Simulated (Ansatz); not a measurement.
A made-up structure of CH2OTe, singlet:

```xyz
5
angstrom
C -0.0197 0.3376 -0.1440
O -0.7906 -0.2279 0.8119
Te 0.5779 -1.6677 0.2843
H -1.3658 0.2056 1.4617
H 0.6978 1.0920 0.1782
```

It is relaxed with PBE-D4/def2-SVP and then PBE0-D4/def2-TZVP (Ansatz 0.2.0). Atoms count as bonded within 1.22 times the sum of their covalent radii (H–H: 0.88 Å). The end point is not checked to be a true minimum.

Task: Does its bonding change? (A judgement: the text doesn't fix the answer.)

Result: Computed: Yes. Formed: none; broken: O2–Te3.

Where it ends: The first stage lowers the energy by 4.13 eV in 13 steps. It ends as CH₂OTe ([OH][CH][Te]):
```xyz
5
angstrom
C 0.0754 -0.1029 0.3921
O -1.1227 -0.1179 0.9554
Te 1.0247 -1.7038 -0.2388
H -1.4012 0.7770 1.1891
H 0.5236 0.8873 0.2941
```

Labels in which every atom is bracketed show which atoms are joined, not bond orders.

For scale, one of the runs: PBE0-D4/def2-TZVP relaxation, 124 basis functions, launched by `ansatz run in.yaml --threads 2 --pin off --events-out ev --progress --plain --max-ram 4352MiB`. The run took about 14 s on 2 CPU threads of an Arm Neoverse V2 (shared host).
